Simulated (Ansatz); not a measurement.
Reactions of CH4SSeSi, SMILES `[SiH3]C(S)=[Se]`.

Calculated with Ansatz (gas phase, PBE0-D4/def2-TZVP geometries, no zero-point term in ΔE). CCSD(T)/CBS adds triple-zeta CCSD(T) − MP2 to the extrapolated MP2 energy (def2 sets, frozen cores). This one scheme is used for every species, atoms too. For atomizations the MP2-based limit and the directly extrapolated one differ by several kJ/mol either way, and by 10 to 25 for some Ge, Se and Sn compounds, so smaller differences from it don't rank the levels. Open shells (•) are unrestricted, without spin–orbit coupling. Spin–orbit coupling would lower the free atoms: a little for C, S, Si; clearly for Se. Bonds to Se are less sure, by a few kJ/mol each and by 10 to 20 or more in all where they break to atoms, as the def2 sets lack core-valence functions. Scalar relativity is left out up to krypton. Each species was taken in one conformer, which may not be the lowest.

Task: Order these by ΔE at CCSD(T)/CBS, lowest first. (An estimate is asked.)
A. `[SiH3]C(S)=[Se]` → `SC=[Se]` + `[SiH2]`
B. `[SiH3]C(S)=[Se]` → C• + 4 H• + S• + Se• + Si•
C. `[SiH3]C(S)=[Se]` + `OP[SiH3]` → `OP([SiH3])[SiH3]` + `SC=[Se]`
D. `[SiH3]C(S)=[Se]` + `NC([SiH3])S` → `NC([SiH3])S[SiH3]` + `SC=[Se]`

Result: D (-55.4 kJ/mol), C (-15.4 kJ/mol), A (+239.3 kJ/mol), B (+2460.2 kJ/mol).

Largest T1 diagnostic: 0.017, for `SC=[Se]`.
